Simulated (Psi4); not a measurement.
silacyclobutane (C3H8Si), singlet, geometry from GFN2-xTB; Psi4 with BP86/6-31G.

The Psi4 input:
```
memory 2 GB

molecule mol {
0 1
C     0.940169    0.398054    0.937563
C     0.999303   -0.746269   -0.095919
Si   -0.778820   -0.361444   -0.683195
C    -0.384486    1.070573    0.520355
H     1.797585    1.068609    0.885947
H     0.880944    0.008491    1.953051
H     1.768052   -0.579485   -0.848033
H     1.188862   -1.722218    0.345160
H    -1.810680   -1.298942   -0.236303
H    -0.962719   -0.022653   -2.094919
H    -0.221265    2.032382    0.037914
H    -1.067220    1.239897    1.349911
}

set {
  basis 6-31g
  reference rks
}

energy('bp86')
print_variables()
```

It wrote (shortened):

```
   => Loading Basis Set <=

    Name: 6-31G
    Role: ORBITAL
    Keyword: BASIS

         ---------------------------------------------------------
                                   SCF
               by Justin Turney, Rob Parrish, Andy Simmonett
                          and Daniel G. A. Smith
                              RKS Reference
         ---------------------------------------------------------

  ==> Geometry <==

    Molecular point group: c1
    Full point group: C1

    Geometry (in Angstrom), charge = 0, multiplicity = 1:

       Center              X                  Y                   Z               Mass
    ------------   -----------------  -----------------  -----------------  -----------------
         C            0.961591763898     0.407937929821     0.956525953300    12.000000000000
         C            1.020725763898    -0.736385070179    -0.076956046700    12.000000000000
         SI          -0.757397236102    -0.351560070179    -0.664232046700    27.976926534650
         C           -0.363063236102     1.080456929821     0.539317953300    12.000000000000
         H            1.819007763898     1.078492929821     0.904909953300     1.007825032230
         H            0.902366763898     0.018374929821     1.972013953300     1.007825032230
         H            1.789474763898    -0.569601070179    -0.829070046700     1.007825032230
         H            1.210284763898    -1.712334070179     0.364122953300     1.007825032230
         H           -1.789257236102    -1.289058070179    -0.217340046700     1.007825032230
         H           -0.941296236102    -0.012769070179    -2.075956046700     1.007825032230
         H           -0.199842236102     2.042265929821     0.056876953300     1.007825032230
         H           -1.045797236102     1.249780929821     1.368873953300     1.007825032230

  Running in c1 symmetry.

  Rotational constants: A =      0.30819  B =      0.19816  C =      0.13577 [cm^-1]
  Rotational constants: A =   9239.33338  B =   5940.75874  C =   4070.29780 [MHz]
  Nuclear repulsion =  167.706755315525896

  Charge       = 0
  Multiplicity = 1
  Electrons    = 40
  Nalpha       = 20
  Nbeta        = 20

  ==> Algorithm <==

  SCF Algorithm Type is DF.
  DIIS enabled.
  MOM disabled.
  Fractional occupation disabled.
  Guess Type is SAD.
  Energy threshold   = 1.00e-06
  Density threshold  = 1.00e-06
  Integral threshold = 1.00e-12

  ==> Primary Basis <==

  Basis Set: 6-31G
    Blend: 6-31G
    Number of shells: 38
    Number of basis functions: 56
    Number of Cartesian functions: 56
    Spherical Harmonics?: false
    Max angular momentum: 1

  ==> DFT Potential <==

   => LibXC <=

    Version 7.1.2
    S. Lehtola, C. Steigemann, M. J. T. Oliveira, and M. A. L. Marques,  SoftwareX 7, 1–5 (2018) (10.1016/j.softx.2017.11.002)

   => Composite Functional: BP86 <=

    BP86 GGA Exchange-Correlation Functional

    A. D. Becke, Phys. Rev. A, 38, 3098-3100, 1988
    J. P. Perdew, Phys. Rev. B, 33, 8822, 1986

    Deriv               =              1
    GGA                 =           TRUE
    Meta                =          FALSE

    Exchange Hybrid     =          FALSE
    MP2 Hybrid          =          FALSE

   => Exchange Functionals <=

    1.0000     XC_GGA_X_B88

   => Correlation Functionals <=

    1.0000     XC_GGA_C_P86

   => LibXC Density Thresholds  <==

    XC_GGA_C_P86:  1.00E-15
    XC_GGA_X_B88:  1.00E-15

   => Molecular Quadrature <=

    Radial Scheme          =       TREUTLER
    Pruning Scheme         =           NONE
    Nuclear Scheme         =       TREUTLER

    Blocking Scheme        =         OCTREE
    BS radius alpha        =              1
    Pruning alpha          =              1
    Radial Points          =             75
    Spherical Points       =            302
    Total Points           =         256460
    Total Blocks           =           1957
    Max Points             =            256
    Max Functions          =             56
    Weights Tolerance      =       1.00E-15

   => Loading Basis Set <=

    Name: (6-31G AUX)
    Role: JKFIT
    Keyword: DF_BASIS_SCF

  ==> Integral Setup <==

  SCF_SUBTYPE=INCORE selected. In-core MEM_DF algorithm will be used.
  Using in-core AOs.

  ==> MemDFJK: Density-Fitted J/K Matrices <==

    J tasked:                   Yes
    K tasked:                    No
    wK tasked:                   No
    Algorithm:                 Core
    Schwarz Cutoff:           1E-12
    Mask sparsity (%):       0.2551
    Fitting Condition:        1E-10

   => Auxiliary Basis Set <=

  Basis Set: (6-31G AUX)
    Blend: CC-PVDZ-JKFIT
    Number of shells: 180
    Number of basis functions: 573
    Number of Cartesian functions: 573
    Spherical Harmonics?: false
    Max angular momentum: 3

  Minimum eigenvalue in the overlap matrix is 6.4920272038E-03.
  Reciprocal condition number of the overlap matrix is 1.1368971349E-03.
    Using symmetric orthogonalization.

  ==> Pre-Iterations <==

  SCF Guess: Superposition of Atomic Densities via on-the-fly atomic UHF (no occupation information).

   -------------------------
    Irrep   Nso     Nmo
   -------------------------
     A         56      56
   -------------------------
    Total      56      56
   -------------------------

  ==> Iterations <==

                           Total Energy        Delta E     RMS |[F,P]|

   @DF-RKS iter SAD:  -408.19247681466317   -4.08192e+02   0.00000e+00
   @DF-RKS iter   1:  -408.03870813854638    1.53769e-01   1.69081e-02 DIIS/ADIIS
   @DF-RKS iter   2:  -407.01616764798536    1.02254e+00   2.70609e-02 DIIS/ADIIS
   @DF-RKS iter   3:  -408.54022643038786   -1.52406e+00   1.25366e-03 DIIS/ADIIS
   @DF-RKS iter   4:  -408.54399762725865   -3.77120e-03   5.55314e-04 DIIS/ADIIS
   @DF-RKS iter   5:  -408.54492624992429   -9.28623e-04   1.49567e-04 DIIS/ADIIS
   @DF-RKS iter   6:  -408.54497365894224   -4.74090e-05   4.16960e-05 DIIS
   @DF-RKS iter   7:  -408.54497624151207   -2.58257e-06   1.52217e-05 DIIS
   @DF-RKS iter   8:  -408.54497663040343   -3.88891e-07   1.83699e-06 DIIS
   @DF-RKS iter   9:  -408.54497663756399   -7.16057e-09   2.24536e-07 DIIS
  Energy and wave function converged.

  ==> Post-Iterations <==

   Electrons on quadrature grid:
      Ntotal   =   40.0000254074 ; deviation = 2.541e-05

    Orbital Energies [Eh]
    ---------------------

    Doubly Occupied:

       1A    -65.445586     2A     -9.903331     3A     -9.888393
       4A     -9.888383     5A     -5.057493     6A     -3.468039
       7A     -3.467854     8A     -3.467183     9A     -0.723301
      10A     -0.593318    11A     -0.532791    12A     -0.452818
      13A     -0.416637    14A     -0.397813    15A     -0.342055
      16A     -0.317034    17A     -0.303583    18A     -0.276092
      19A     -0.247160    20A     -0.243154

    Virtual:

      21A     -0.000510    22A      0.042686    23A      0.055510
      24A      0.093265    25A      0.100516    26A      0.118188
      27A      0.138127    28A      0.141816    29A      0.165357
      30A      0.190352    31A      0.197752    32A      0.200663
      33A      0.236420    34A      0.265638    35A      0.282171
      36A      0.370276    37A      0.546800    38A      0.551229
      39A      0.584527    40A      0.612411    41A      0.617632
      42A      0.655353    43A      0.671626    44A      0.696906
      45A      0.795506    46A      0.861812    47A      0.874467
      48A      0.907436    49A      0.926331    50A      0.929221
      51A      0.945696    52A      1.007541    53A      1.093063
      54A      1.140384    55A      1.198371    56A      1.577800

    Final Occupation by Irrep:
              A
    DOCC [    20 ]
    NA   [    20 ]
    NB   [    20 ]

  @DF-RKS Final Energy:  -408.54497663756399

   => Energetics <=

    Nuclear Repulsion Energy =            167.7067553155258963
    One-Electron Energy =                -892.9039499748548678
    Two-Electron Energy =                 356.9027717890651843
    DFT Exchange-Correlation Energy =     -40.2505537673002465
    Empirical Dispersion Energy =           0.0000000000000000
    VV10 Nonlocal Energy =                  0.0000000000000000
    Total Energy =                       -408.5449766375639911

Computation Completed

Properties will be evaluated at   0.000000,   0.000000,   0.000000 [a0]

Properties computed using the SCF density matrix

 Multipole Moments:

 ------------------------------------------------------------------------------------
     Multipole            Electronic (a.u.)      Nuclear  (a.u.)        Total (a.u.)
 ------------------------------------------------------------------------------------

 L = 1.  Multiply by 2.5417464519 to convert [e a0] to [Debye]
 Dipole X            :         -1.4995153            1.6193168            0.1198015
 Dipole Y            :         -0.6845634            0.7471414            0.0625779
 Dipole Z            :         -1.3488561            1.4333764            0.0845203
 Magnitude           :                                                    0.1594117

 ------------------------------------------------------------------------------------

  Variable Map:
  ----------------------------------------------------------------------------
  "CURRENT ENERGY"              =>    -408.544976637564
  "CURRENT REFERENCE ENERGY"    =>    -408.544976637564
  "DD SOLVATION ENERGY"         =>       0.000000000000
  "DFT FUNCTIONAL TOTAL ENERGY" =>    -408.544976637564
  "DFT TOTAL ENERGY"            =>    -408.544976637564
  "DFT VV10 ENERGY"             =>       0.000000000000
  "DFT XC ENERGY"               =>     -40.250553767300
  "GRID ELECTRONS ALPHA"        =>      20.000012703711
  "GRID ELECTRONS BETA"         =>      20.000012703711
  "GRID ELECTRONS TOTAL"        =>      40.000025407422
  "NUCLEAR REPULSION ENERGY"    =>     167.706755315526
  "ONE-ELECTRON ENERGY"         =>    -892.903949974855
  "PCM POLARIZATION ENERGY"     =>       0.000000000000
  "PE ENERGY"                   =>       0.000000000000
  "SCF ITERATION ENERGY"        =>    -408.544976637564
  "SCF ITERATIONS"              =>       9.000000000000
  "SCF TOTAL ENERGY"            =>    -408.544976637564
  "TWO-ELECTRON ENERGY"         =>     356.902771789065
  "XC GRID RADIAL POINTS"       =>      75.000000000000
  "XC GRID SPHERICAL POINTS"    =>     302.000000000000
  "XC GRID TOTAL POINTS"        =>  256460.000000000000

  Array Variable Map:
  ----------------------------------------------------------------------------
  "CURRENT DIPOLE"              =>       0.119801511142 ... 0.084520301833 1 by 3
  "SCF DIPOLE"                  =>       0.119801511142 ... 0.084520301833 1 by 3
  "SCF TOTAL ENERGIES"          =>    -408.192476814663 ... -408.544976637564 1 by 10
```
